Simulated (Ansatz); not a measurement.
A nudged elastic band was laid between two geometries of AlH8N3O (13 atoms, charge 0, multiplicity 1).

Method: RKS BHLYP/def2-SVP (Ansatz).

```yaml
movable_images: 9
climbing_image: yes
spring: 5.0 eV/Å²
optimiser: quadratic models (default)
start_path: through a guess of the saddle point
force_threshold: 0.03 eV/Å
iteration_limit: 60
end_points: relaxed
```

First end point:

```xyz
13
Properties=species:S:1:pos:R:3
Al -0.071 0.252 0.202
O -0.189 -0.329 1.833
H -0.287 -1.255 2.026
N 1.516 0.065 -0.633
H 1.626 -0.010 -1.631
H 2.318 -0.352 -0.188
N -1.506 0.222 -0.887
H -2.459 0.199 -0.560
H -1.478 -0.176 -1.812
N -0.013 2.187 0.835
H 0.868 2.581 0.527
H -0.772 2.737 0.452
H -0.054 2.206 1.847
```

Last end point:

```xyz
13
Properties=species:S:1:pos:R:3
Al 0.053 0.596 -0.097
O 0.046 -0.016 1.820
H -0.779 -0.452 2.034
N 1.568 -0.128 -0.706
H 1.838 -0.157 -1.674
H 2.331 -0.449 -0.133
N -1.532 0.063 -0.745
H -1.665 -0.808 -1.231
H -2.298 0.680 -0.962
N -0.004 2.294 0.615
H 0.806 2.892 0.539
H -0.820 2.877 0.500
H -0.046 0.934 2.048
```

(1) What changes between the two ends?

(2) What energy profile does the band end with?

(3) What is the geometry of the highest image?

The band took 18 iterations and of the order of 18 core-minutes.

## Answers

(1) Bonds broken: N10–H13. Bonds formed: O2–H13.

(2) The forces met the threshold. The highest image is number 6 of 0 to 10, 1.10 eV above the first end and 0.17 eV above the last; the last end lies 0.93 eV above the first. A vibrational analysis at the climbing image gives 2 clearly imaginary modes (992i, 112i cm⁻¹): a point of higher order. A lower path may pass nearby, or the ends, which weren't checked, may share the extra mode. The orbitals stay closed-shell, which can raise the energy where a bond breaks towards radicals; this wasn't checked here.

```
image  path coordinate (Å)  energy (eV)  N10–H13 (Å)  O2–H13 (Å)
    0                 0.00         0.00         1.01        2.54
    1                 0.51         0.00         1.01        2.54
    2                 1.02         0.01         1.01        2.43
    3                 1.53         0.08         1.01        2.28
    4                 2.04         0.18         1.02        2.16
    5                 2.54         0.42         1.05        1.72
    6                 3.05         1.10         1.40        1.14
    7                 3.59         0.98         1.85        0.99
    8                 4.14         0.96         2.01        0.98
    9                 4.68         0.95         2.01        0.98
   10                 5.22         0.93         1.98        0.98
```

(3) 
```xyz
13
Properties=species:S:1:pos:R:3
Al 0.034 0.479 -0.061
O -0.098 0.015 1.794
H -0.883 -0.367 2.181
N 1.569 0.013 -0.834
H 1.620 -0.681 -1.561
H 2.498 0.234 -0.518
N -1.560 0.094 -0.798
H -2.014 -0.798 -0.683
H -1.860 0.486 -1.676
N 0.077 2.173 0.831
H 0.912 2.741 0.851
H -0.715 2.787 0.702
H -0.082 1.151 1.780
```

The run took 4.8 min on 4 threads of Arm Neoverse V1 (shared host), peak memory 0.27 GiB.
